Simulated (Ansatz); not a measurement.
Ansatz (a quantum-chemistry and plane-wave program) input (CCSD(T)/cc-pV(T+d)Z):
A basis named .json is the Basis Set Exchange file of that set.

Ansatz 0.2 input:
```yaml
crystal:
  periodic: [false, false, false]
  atoms:
    - {symbol: C, position_ang: [-1.52198326, -0.72584287, -0.31559099]}
    - {symbol: C, position_ang: [-0.68373727, 0.51506833, 0.00317070]}
    - {symbol: Si, position_ang: [1.26310726, 0.26784201, 0.20426328]}
    - {symbol: H, position_ang: [-1.18260207, -1.18469447, -1.24854008]}
    - {symbol: H, position_ang: [-1.39726692, -1.48021231, 0.46638788]}
    - {symbol: H, position_ang: [-2.60174785, -0.52100960, -0.41545269]}
    - {symbol: H, position_ang: [-0.83912030, 1.27114917, -0.77878027]}
    - {symbol: H, position_ang: [-1.05292978, 0.97680886, 0.92931433]}
    - {symbol: H, position_ang: [1.45063197, -0.58308009, -1.07460761]}
    - {symbol: H, position_ang: [1.17385643, -0.96410247, 1.13651420]}
basis:
  gaussian:
    orbitals: cc-pV_T+d_Z.json
total_charge: -1
magnetization: {spin_polarized: false}
correlation: {method: ccsd_t, electrons: outside_noble_gas}
```

End of the output:

```
integrals: 0.79 GiB planned
1106 factors; integrals over basis functions are off by at most 1.0e-3 eV
1.07 GiB of device memory are held for the factors and their scratch space
mean field: 0.73 GiB planned
mean field evaluation 1: about -10032.0883 eV, gradient 1.9e1 eV
mean field evaluation 2: about -10032.2463 eV, gradient 1.9e1 eV
mean field evaluation 4: about -10033.8929 eV, gradient 1.5e0 eV
mean field evaluation 8: about -10033.9029 eV, gradient 2.1e-4 eV
mean field evaluation 16: about -10033.7182 eV, gradient 1.4e0 eV
mean field -10033.90295133 eV, -368.7391322377 hartree, gradient 1.6e-6 eV, S^2 0.000000; 0 other end points of the search recorded, 0 dependent functions left out
7 core orbitals not correlated
reference -10033.90295133 eV, -368.7391322377 hartree; 10, 10 occupied and 180, 180 virtual orbitals, 1106 factors
second order -13.71054188 eV of doubles, -0.00000000 eV of singles
coupled cluster: 5.99 GiB planned
cycle   1  -14.53778508 eV  change   -8.3e-1 eV  update   8.5e-2
cycle   2  -14.96209197 eV  change   -4.2e-1 eV  update   2.6e-2
cycle   3  -15.00949306 eV  change   -4.7e-2 eV  update   9.9e-3
cycle   4  -15.00580186 eV  change    3.7e-3 eV  update   2.9e-3
cycle   5  -15.00527946 eV  change    5.2e-4 eV  update   1.2e-3
cycle   6  -15.00500689 eV  change    2.7e-4 eV  update   4.0e-4
cycle   7  -15.00491554 eV  change    9.1e-5 eV  update   1.5e-4
cycle   8  -15.00494198 eV  change   -2.6e-5 eV  update   5.7e-5
cycle   9  -15.00494696 eV  change   -5.0e-6 eV  update   1.9e-5
perturbative correction -0.58886395 eV, -0.0216403512 hartree
Total energy: -10049.49676224 eV, -369.3121942188 hartree
```

It need not be the lowest isomer of its formula. Whether it binds its extra electron was not tested at this geometry.
